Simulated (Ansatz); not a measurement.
`SC1O[SiH2]1` + HCl → `ClC1O[SiH2]1` + H₂S  (substitution at a C–S bond)

Isolated molecules relaxed with PBE0-D4/def2-TZVP in Ansatz; ΔE leaves out vibrations. CCSD(T)/CBS is the MP2 limit (def2-TZVPP, def2-QZVPP) plus CCSD(T) − MP2 in def2-TZVPP, frozen cores. This one scheme is used for every species. DFT in def2-TZVPP. Each species was taken in one conformer, which may not be the lowest.

```csv
level,ΔE (kJ/mol),difference from CCSD(T)/CBS
r2SCAN-D4,16.1,-2.8
PBE0-D4,17.5,-1.4
r2SCANh-D4,16.7,-2.2
B2PLYP,16.2,-2.7
PBE-QIDH,19.2,0.3
revPBE,13.1,-5.8
PBE0,16.1,-2.8
r2SCANh,16.2,-2.7
BHLYP,14.8,-4.1
HF/def2-SVP,12.6,-6.3
HF/def2-TZVPP,13.5,-5.4
MP2/def2-TZVPP,21.2,2.3
SCS-MP2/def2-TZVPP,18.9,0.0
CCSD/def2-TZVPP,18.2,-0.7
HF/def2-QZVPP,13.5,-5.4
SCS-MP2/def2-QZVPP,19.2,0.3
CCSD(T)/CBS,18.9,0
```

Largest T1 diagnostic among the species: 0.015.

In def2-TZVPP, CCSD(T) changes the Hartree–Fock value by +5.1 kJ/mol (the triples alone add +0.4 kJ/mol) and MP2 by +7.7 kJ/mol. From BLYP to BHLYP (50 % exact exchange), in def2-TZVPP and without D4, ΔE moves by +3.6 kJ/mol.
